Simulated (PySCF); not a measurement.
**Simulated absorption spectrum**

BiH2F.
SMILES: `[H][Bi]([H])[F]`

Level of theory: TDDFT CAM-B3LYP/def2-SVPD, vertical, gas phase, core orbitals frozen in the response, def2 core potentials past Kr in PySCF. Isolated species at its PBE0-D3(BJ)/def2-SVP geometry, gas phase. Spin–orbit coupling is left out.

Each state is given a Gaussian of 0.4 eV full width at half maximum, with ε(max) = 2.175×10⁸ f / Δν̃ (Δν̃ the width in cm⁻¹). The width is an assumption, not a result. The curve ends short of the highest state used, and states not computed would add to its high-energy end.

(E (eV), ε (L mol⁻¹ cm⁻¹)): (4.32, 2), (4.49, 41), (4.67, 333), (4.85, 884), (5.03, 763), (5.21, 214), (5.39, 21), (5.57, 18), (5.74, 56), (5.92, 66), (6.10, 151), (6.28, 1746), (6.46, 8074), (6.64, 13296), (6.81, 8752), (6.99, 2340), (7.17, 562), (7.35, 751), (7.53, 1381), (7.71, 8826), (7.88, 28790), (8.06, 38231), (8.24, 20163), (8.42, 8476)

(1) Locate the maxima and give the states behind the curve.

(2) On this curve, what absorbance would a 10⁻³ mol/L sample give at 266 nm over a 1 cm path?

(3) Coming from long wavelengths, where does ε first pass 100 L mol⁻¹ cm⁻¹?

Answers

(1) 252 nm (4.92 eV), ε about 950, made up of S1 (100%); 212 nm (5.85 eV), ε about 69, made up of S2 (99%); 187 nm (6.64 eV), ε about 13000, made up of S3 (75%) and S4 (25%); 155 nm (8.02 eV), ε about 39000, made up of S7 (72%) and S8 (28%) (ε in L mol⁻¹ cm⁻¹; maxima over ε = 5, shares over 10%). The states used: S1 4.92 eV (f 0.014); S2 5.85 eV (f 0.0010); S3 6.60 eV (f 0.151); S4 6.75 eV (f 0.061); S5 7.38 eV (f 0.011); S6 7.57 eV (f 0.0001); S7 7.98 eV (f 0.427); S8 8.13 eV (f 0.198); S9 8.67 eV (f 0.191); S10 9.02 eV (f 0.088).

(2) 266 nm is 4.661 eV, where ε is about 310 L mol⁻¹ cm⁻¹, so A = ε c l ≈ 0.31 (Beer–Lambert, with the gas-phase spectrum and the assumed width).

(3) At about 272 nm (4.56 eV), 0.36 eV below S1.

All these states lie below the vertical ionisation energy of 10.59 eV (ΔSCF).
